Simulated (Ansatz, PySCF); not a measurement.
The PySCF input:
```python
from pyscf import gto, scf, dft

mol = gto.M(
    atom='''
Si    0.00116356    0.00485476    0.75153490
Cl    1.13018859    1.35003223   -0.31993995
Cl   -1.13114682   -1.35403027   -0.29897114
''',
    basis='cc-pvdz',
    spin=2,
    verbose=4,
)

mf = dft.UKS(mol)
mf.xc = 'b97m_v'
mf.grids.atom_grid = (99, 590)
mf.grids.prune = None
mf.kernel()
```

Question: Convert this to an input for Ansatz (a program for electronic structure).

Answer: One answer among several that fit: 
Ansatz 0.2 input:
```yaml
crystal:
  periodic: [false, false, false]
  atoms:
    - {symbol: Si, position_ang: [0.00116356, 0.00485476, 0.75153490]}
    - {symbol: Cl, position_ang: [1.13018859, 1.35003223, -0.31993995]}
    - {symbol: Cl, position_ang: [-1.13114682, -1.35403027, -0.29897114]}
basis:
  gaussian:
    orbitals: cc-pVDZ
hamiltonian:
  xc: {name: B97M-V}
magnetization: {spin_polarized: true, initial_magnetization: 2}
accuracy: high
```

Both were run: PySCF gave -1209.571529 Eh and Ansatz -1209.571530 Eh, 0.001 mEh apart.
